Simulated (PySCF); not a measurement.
H₇N₄Ta, multiplicity 1. Atoms are numbered in the order given.

```xyz
12

Ta     0.0000     0.0000    -0.0320
N      0.0000     0.0000    -1.8170
H      0.0000     0.0000    -2.8298
N      1.8089    -0.5805     0.6257
H      2.5222    -1.0606     0.0816
H      2.2216    -0.2601     1.5009
N     -0.4017     1.8568     0.6257
H     -0.8856     2.0540     1.5009
H     -0.3427     2.7146     0.0816
N     -1.4072    -1.2763     0.6257
H     -2.1796    -1.6540     0.0816
H     -1.3360    -1.7939     1.5009
```
Charge 0, spin multiplicity 1.

Coordinates come from a B3LYP-D3(BJ)/def2-SVP optimisation. The spin state was assumed, not searched. The def2 effective core potentials stand for the cores of Ta; spin–orbit coupling is left out. Other conformers were not sampled.

Calculation: PBE/def2-TZVP in PySCF.

**Question.** Estimate the frontier levels, gap, dipole moment and polarisability. (The exact figures need the calculation; the answer reports its results.)

**Answer.** 
```json
{
  "highest_occupied_level": "-5.42 eV",
  "lowest_empty_level": "-0.49 eV",
  "orbital_gap": "4.93 eV",
  "dipole_moment": "1.63 D",
  "quadrupole, principal values (traceless, Buckingham form, about the centre of nuclear charge)": "-1.03, -1.03, 2.07 D·Å",
  "mean_static_polarisability": "75.7 bohr³ (11.22 Å³)",
  "polarisability_principal_values": "75.2, 75.2, 76.9 bohr³"
}
```
